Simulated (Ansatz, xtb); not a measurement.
System: HgO, net charge 0, singlet state. SMILES: [O]=[Hg]
Structure (B3LYP-D3(BJ)/def2-TZVP (Ansatz, a quantum-chemistry and plane-wave program) minimum search):
```
Hg
O 1 1.9180
```
Charge 0, spin multiplicity 1.

Harmonic wavenumbers from GFN2-xTB (xtb, at its own minimum), cm⁻¹: 517.

Give the harmonic wavenumbers at B3LYP-D3(BJ)/def2-TZVP (Ansatz, finite differences of forces, unscaled).

583 cm⁻¹. Zero-point energy 0.8 kcal/mol.

From these and the geometry, give the ideal-gas thermochemistry at 298.15 K and 1 atm (rigid rotor, harmonic oscillator).

Point group C∞v, rotational symmetry number 1. Rotational constants 9.272, 9.272 GHz. S(trans) 42.02, S(rot) 14.92, S(vib) 0.48, S(elec, spin only) 0.00, S 57.4 cal/(mol K). H(298) - H(0) 2.18 kcal/mol; G - E(el) -14.1 kcal/mol.
